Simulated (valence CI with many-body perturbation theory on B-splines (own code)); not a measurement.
# Pm³⁰⁺: calculated level list

Level of theory: relativistic CI+MBPT: three valence electrons over a frozen Dirac-Fock core [Ar] 3d10, radial functions for each j: 11 s, 11 p, 10 d, 8 f, 5 g, 2 h, with the one-electron correlation potential Σ1, the two-electron term Σ2, the three-electron term Σ3, Breit, model QED; selected CI, second order for the rest, scaled by the run's own slope (own B-spline code, finite nucleus).

No measured spectrum was set against this ion. As an estimate, large intervals hold to a few tenths of a per cent, small ones and those within an open d or f shell to about a per cent.

Levels 91 to 135 of 178, with energies above the lowest level, (4s^2 4p1/2) J=1/2. "Leading %" is the weight of the configuration and term that name the level; weights of strongly mixed levels are sums over their largest components and can fall short, so below about 35 % the name and the second component can differ from the true leading terms, or belong to a minority configuration. In the jj column 3d3/2^4 stands for four electrons in 3d with j = 3/2. Lifetimes count E1, E2, E3, M1 and M2 decay at the calculated energies, and are blank where another channel may lead or the interval is too uncertain; long ones can be off by a factor of two.

```csv
No.,Configuration,Term,J,E (eV),Leading %,Second component,Lifetime,g,Leading jj
91,4s 4p 4f,4F,7/2,371.41,51,16 % 4s 4p 4f 4G,2.39 ps,1.210,4s 4p3/2 4f5/2 (59 %)
92,4s 4p 4f,4F,9/2,371.77,37,30 % 4s 4d2 4F,2.33 ps,1.279,4s 4p3/2 4f7/2 (39 %)
93,4s 4p 4f,4D,3/2,372.20,79,14 % 4s 4p 4f 4F,3.51 ps,1.051,4s 4p3/2 4f5/2 (81 %)
94,4s 4p 4f,4D,1/2,372.40,99,,3.98 ps,-0.001,4s 4p3/2 4f5/2 (99 %)
95,4s 4p 4f,4D,5/2,372.65,32,28 % 4s 4d2 2D,2.76 ps,1.282,4s 4d5/2^2 (44 %)
96,4s 4d2,2F,5/2,373.95,60,17 % 4s 4p 4f 2D,1.94 ps,0.921,4s 4d3/2 4d5/2 (42 %)
97,4s 4p 4f,2F,7/2,375.92,49,19 % 4s 4p 4f 4D,2.54 ps,1.148,4s 4p3/2 4f7/2 (68 %)
98,4s 4p 4f,2F,5/2,378.18,53,10 % 4s 4d2 2D,2.12 ps,0.977,4s 4p3/2 4f5/2 (40 %)
99,4s 4d2,2F,7/2,378.32,52,27 % 4s 4p 4f 2F,2.95 ps,1.136,4s 4d5/2^2 (38 %)
100,4s 4d2,2P,1/2,379.92,52,28 % 4s 4d2 2S,1.35 ps,1.197,4s 4d3/2 4d5/2 (50 %)
101,4s 4p 4f,2G,9/2,383.84,84,13 % 4s 4d2 2G,2.47 ps,1.110,4s 4p3/2 4f7/2 (55 %)
102,4s 4p 4f,2D,3/2,385.25,52,14 % 4s 4d2 2P,2.03 ps,0.895,4s 4p3/2 4f7/2 (45 %)
103,4s 4d2,2S,1/2,387.13,56,30 % 4s 4d2 2P,1.84 ps,1.535,4s 4d5/2^2 (75 %)
104,4s 4d2,2P,3/2,387.38,54,16 % 4s 4p 4f 2D,1.73 ps,1.162,4s 4d5/2^2 (53 %)
105,4s 4p 4f,2G,9/2,390.98,56,26 % 4s 4d2 2G,1.57 ps,1.130,4s 4p3/2 4f7/2 (51 %)
106,4s 4p 4f,2F,7/2,391.23,33,24 % 4s 4p 4f 2G,1.34 ps,1.063,4s 4p3/2 4f5/2 (43 %)
107,4s 4p 4f,2D,5/2,391.68,72,10 % 4s 4d2 2D,1.99 ps,1.183,4s 4p3/2 4f7/2 (78 %)
108,4s 4p 4f,2D,3/2,391.70,71,15 % 4p2 4d 2D,1.69 ps,0.822,4s 4p3/2 4f5/2 (66 %)
109,4s 4p 4f,2F,5/2,393.02,34,13 % 4s 4p 4f 2D,1.34 ps,0.981,4s 4p3/2 4f5/2 (40 %)
110,4s 4p 4f,2G,7/2,393.99,47,22 % 4s 4d2 2G,1.57 ps,0.961,4s 4p3/2 4f7/2 (35 %)
111,4p2 4f,4G°,5/2,407.74,26,17 % 4p 4d2 4G°,9.84 ps,0.796,4p1/2^2 4f5/2 (64 %)
112,4p2 4f,2F°,7/2,411.80,27,17 % 4p2 4f 2G°,7.34 ps,1.128,4p1/2^2 4f7/2 (88 %)
113,4p 4d2,4G°,5/2,418.17,49,8 % 4p2 4f 4G°,3.13 ps,0.740,4p1/2 4d3/2^2 (60 %)
114,4p 4d2,4G°,7/2,423.05,61,8 % 4p 4d2 4F°,8.89 ps,1.011,4p1/2 4d3/2 4d5/2 (87 %)
115,4p 4d2,2D°,5/2,425.24,27,17 % 4p 4d2 2F°,5.75 ps,1.048,4p1/2 4d3/2 4d5/2 (82 %)
116,4p 4d2,2H°,9/2,425.73,43,19 % 4p 4d2 2G°,10.7 ps,1.011,4p1/2 4d3/2 4d5/2 (80 %)
117,4p 4d2,2D°,3/2,426.52,37,23 % 4p 4d2 4F°,3.70 ps,0.878,4p1/2 4d3/2 4d5/2 (74 %)
118,4p 4d2,4D°,1/2,426.86,58,26 % 4p 4d2 2P°,2.78 ps,0.509,4p1/2 4d3/2^2 (90 %)
119,4p 4d2,4P°,1/2,429.15,51,26 % 4p 4d2 2S°,3.97 ps,1.907,4p1/2 4d3/2 4d5/2 (98 %)
120,4p 4d2,2D°,3/2,429.92,27,26 % 4p 4d2 4F°,1.74 ps,0.949,4p1/2 4d3/2^2 (75 %)
121,4p 4d2,2G°,7/2,433.68,16,15 % 4p 4d2 2F°,5.50 ps,1.153,4p1/2 4d5/2^2 (53 %)
122,4p 4d2,4G°,9/2,434.58,42,12 % 4p 4d2 4F°,8.05 ps,1.144,4p1/2 4d5/2^2 (68 %)
123,4p 4d2,4F°,5/2,435.32,22,19 % 4p 4d2 4D°,2.17 ps,1.066,4p1/2 4d3/2 4d5/2 (68 %)
124,4p 4d2,4D°,7/2,436.74,26,13 % 4p 4d2 2F°,2.28 ps,1.174,4p1/2 4d3/2 4d5/2 (49 %)
125,4p 4d2,4D°,3/2,437.45,43,19 % 4p 4d2 2D°,2.56 ps,1.088,4p1/2 4d3/2 4d5/2 (51 %)
126,4p 4d2,4D°,5/2,438.95,32,14 % 4p 4d2 2D°,3.26 ps,1.165,4p1/2 4d5/2^2 (53 %)
127,4p2 4f,2G°,7/2,439.49,72,20 % 4p2 4f 4G°,3.18 ps,0.920,4p1/2 4p3/2 4f5/2 (80 %)
128,4p 4d2,4P°,3/2,440.40,49,22 % 4p 4d2 4S°,2.44 ps,1.632,4p1/2 4d5/2^2 (49 %)
129,4p2 4f,2H°,11/2,441.46,51,33 % 4p2 4f 4G°,7.47 ps,1.155,4p1/2 4p3/2 4f7/2 (84 %)
130,4p2 4f,2D°,5/2,441.54,37,21 % 4p2 4f 4G°,2.68 ps,1.013,4p1/2 4p3/2 4f5/2 (61 %)
131,4p2 4f,4G°,9/2,441.68,49,14 % 4p2 4f 2H°,3.31 ps,1.126,4p1/2 4p3/2 4f7/2 (47 %)
132,4p2 4f,4G°,7/2,442.52,28,23 % 4p2 4f 4D°,3.56 ps,1.136,4p1/2 4p3/2 4f7/2 (64 %)
133,4p2 4f,4F°,5/2,442.56,36,36 % 4p2 4f 2F°,3.67 ps,0.950,4p1/2 4p3/2 4f5/2 (57 %)
134,4p2 4f,4F°,9/2,442.59,47,44 % 4p2 4f 2G°,3.59 ps,1.216,4p1/2 4p3/2 4f7/2 (88 %)
135,4p2 4f,4F°,3/2,443.07,71,13 % 4p2 4f 2D°,2.70 ps,0.559,4p1/2 4p3/2 4f5/2 (93 %)
```

Where two levels of one J and parity lie close, their mixing, g and order are uncertain.
